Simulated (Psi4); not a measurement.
A dimer, H2 ··· H4O4Si (SMILES [H][H] and O[Si](O)(O)O); the first 2 atoms form monomer A.

```
11

H      0.3719     0.0000     0.0000
H     -0.3719     0.0000     0.0000
O      2.1463     1.6981     1.5380
Si     3.0215     0.5149     0.8245
O      4.5926     0.9372     0.9909
O      2.5822    -0.8850     1.5470
O      2.7647     0.3094    -0.7775
H      1.2431     1.4872     1.7871
H      4.8483     1.3638     1.8125
H      2.7739    -1.7010     1.0782
H      3.2205     0.9064    -1.3759
```

**Question.** What interaction energy does Psi4 with SAPT0/jun-cc-pVDZ, frozen core give, and which attractive term is the largest?

**Answer.** Total 3.19 kJ/mol: electrostatics -4.23, exchange 13.93, induction -1.72, dispersion -4.78. The most attractive term is dispersion.
